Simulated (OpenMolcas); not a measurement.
d8 ions of charge +2 down a group with 4 sulfide ligands in tetrahedral coordination

```json
{
  "Program": "OpenMolcas",
  "Method": "SS-CASPT2, IPEA 0.25 Eh, imaginary shift 0.1 Eh",
  "Spin-orbit coupling": "RASSI with atomic mean-field integrals over the reference wave functions"
}
```

The d shell is active; CASPT2 correlates the ligand valence shells and the outer metal core. Anionic complexes are neutralised by point charges behind the ligands. Distances were set from a Shannon-type radius of the metal (high-spin where two are listed) plus a fixed donor radius (S 1.78 Å). Ligand basis ANO-RCC-VDZP, DKH2 Hamiltonian. States (labels of Td). Energies in cm-1 above the lowest state or level, χT in cm3 K/mol; under a threefold ground state the first gap can be a small split of the lowest multiplet, not the spin-orbit step. Spin-only χT is S(S+1) / 2 for the spin of the ground state.

```csv
Ion,Shell,R (Å),Metal basis,Outer charge (e at Å behind ligand),Ground state,First state of that spin,First gap with spin-orbit (degeneracies),χT at 300 K,First state of another spin,Spin-only χT
Ni2+,3d8,2.33,ANO-RCC-VTZP,1.5 at 2.8,3T1,3T2 540,"150 (1, 3)",3.357,1T2 10130,1.000
Pd2+,4d8,2.42,ANO-RCC-VDZP,1.5 at 2.8,3T1,3T2 3250,"680 (1, 3)",1.656,1T2 240,1.000
```

The rows also differ in their metal basis, so part of each step comes from that.

Every ion keeps the highest spin of its shell. χT departs most from the spin-only value for Ni2+, by +2.357 cm3 K/mol.

Roots that are degenerate in the reference are averaged as groups; the widest CASPT2 spread within a group is 2300 cm-1 (the 3-fold group of multiplicity 1 near 2060 cm-1 above the lowest state of its run, Pd2+). Shifts and gaps below about the spread of the groups concerned are not significant. Over all roots computed the reference weight is 0.64 to 0.70 in Ni2+, 0.61 to 0.69 in Pd2+; the roots of lowest weight are the least certain, and an intruder state may touch them. An orbital triplet at a regular site is open to Jahn-Teller coupling, which can distort the site and quench the lowest spin-orbit gaps and is left out. The sulfide ions are held by bare point charges, a crude embedding. Ligand-to-metal charge-transfer states are missing. With no ligand orbital active B as a rule stays too high, so bands that hang on it stand too high and its fall with covalency is understated. A single d shell leaves out the double-shell effect, which counts most for late 3d ions, where the CASPT2 field can be off either way by tens of per cent (holds for Ni2+). With oxide or sulfide held by bare charges the field of late divalent 3d ions can come out several times too small, and g and χT far too large (holds for Ni2+). These CASPT2 states fit no ligand-field parameters well, so their order and spin gaps are uncertain (holds for Ni2+). With one d shell and no ligand orbital active, 10Dq can be off by tens of per cent for divalent 3d ions, low with halides held by bare charges and at times high in hosts (holds for Ni2+). Free-ion shares, where given, are those of the reference states; single-state CASPT2 does not remix them (holds for Ni2+). Real 4d8 and 5d8 ions are as a rule square planar and diamagnetic (holds for Pd2+). The least metal-like active orbital is 83 % on the metal (Löwdin) and no ligand orbital is active, so the numbers are rough (holds for Pd2+). With one d shell and no ligand orbital active, 10Dq can be off by a tenth or more (holds for Pd2+). No measured value stands beside these numbers; the geometry was imposed, not optimised, and the real ion may take another.
